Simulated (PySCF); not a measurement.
## Ionisation energy of V+ by level of theory

V+ [Ar] 3d4 (5D) → V(2+) [Ar] 3d3 (4F), as a difference of total energies. All numbers are calculated (PySCF 2.14, the spin-free X2C one-electron Hamiltonian (Gaussian nucleus), in x2c-QZVPPall (11s7p5d3f2g, 96 functions)). Correlated levels: valence: [Ar] frozen. The calculations carry no spin-orbit coupling.

```json
{"method": "UHF", "ionisation energy (eV)": "13.158", "difference from reference (eV)": "-1.476"}
{"method": "MP2 (valence)", "ionisation energy (eV)": "13.937", "difference from reference (eV)": "-0.697"}
{"method": "SCS-MP2 (valence)", "ionisation energy (eV)": "13.418", "difference from reference (eV)": "-1.216"}
{"method": "CCSD (valence)", "ionisation energy (eV)": "14.013", "difference from reference (eV)": "-0.621"}
{"method": "CCSD(T) (valence)", "ionisation energy (eV)": "14.037", "difference from reference (eV)": "-0.597"}
```

Reference: 14.634 ± 0.007 eV (measured; NIST Atomic Spectra Database, ionization energies).

The reference lies between the lowest fine-structure levels, while these numbers refer to the centres of the terms.

Errors of the correlated levels include the incompleteness of this basis and the frozen core.
